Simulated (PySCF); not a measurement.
Cl4Ga, charge -1.

```xyz
5

Ga     0.0000     0.0000     0.0000
Cl     1.2785     1.2785    -1.2785
Cl    -1.2785     1.2785     1.2785
Cl    -1.2785    -1.2785    -1.2785
Cl     1.2785    -1.2785     1.2785
```
Charge -1, spin multiplicity 1.

Geometry optimised at PBE0-D3(BJ)/def2-SVPD. The isomer is the one that the SMILES or the coordinates give; other isomers of the formula were not compared.

Calculation: HF/pcSseg-1 run with PySCF. Non-relativistic, no solvent.

Computed absolute GIAO shielding of each atom: isotropic value and principal components (ppm):
```csv
atom,σ(iso),σ11,σ22,σ33,span
Ga1,1667.7,1667.7,1667.7,1667.7,0.0
Cl2,1005.9,967.5,967.5,1082.7,115.2
Cl3,1005.9,967.5,967.5,1082.7,115.2
Cl4,1005.9,967.5,967.5,1082.7,115.2
Cl5,1005.9,967.5,967.5,1082.7,115.2
```
